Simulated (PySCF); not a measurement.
Adding and removing an electron: LiBe

PBE0; PySCF, no relativity, basis sets Li def2-SVPD, Be def2-SVPD. Neutral (UKS): doublet (σ ↑), Re = 2.593 Å, ωe = 353 cm⁻¹, De = 0.56 eV, HOMO -3.65 eV, LUMO -1.51 eV.

LiBe⁺ (UKS): singlet (closed shell), Re = 2.625 Å, ωe = 322 cm⁻¹, De = 0.68 eV to Li⁺ + Be. The energies at the minima are -22.09841 hartree for LiBe and -21.90165 for LiBe⁺.

Q: Work out the adiabatic ionisation energy, without and with harmonic zero-point energies (1 hartree = 27.2114 eV, 1 eV = 8065.5 cm⁻¹), and the change of the bond length.

A: At PBE0: 0.19676 hartree = 5.354 eV between the minima; the zero-point term (322.0 − 353.0)/2 cm⁻¹ = -0.002 eV makes it 5.352 eV. Re changes by +3.2 pm against the neutral. The electron leaves a σ orbital; in so polar a molecule the change of length follows mostly from the change of the ionic charges.

Closed-shell solutions of metal pairs were not tested for spin polarisation, which can lower them a little. For an ion De counts to the pair picked by the measured ionisation energies or electron affinities, which need not be the lowest pair at this level. States were picked by a PBE0 search and need not be the measured ground states.
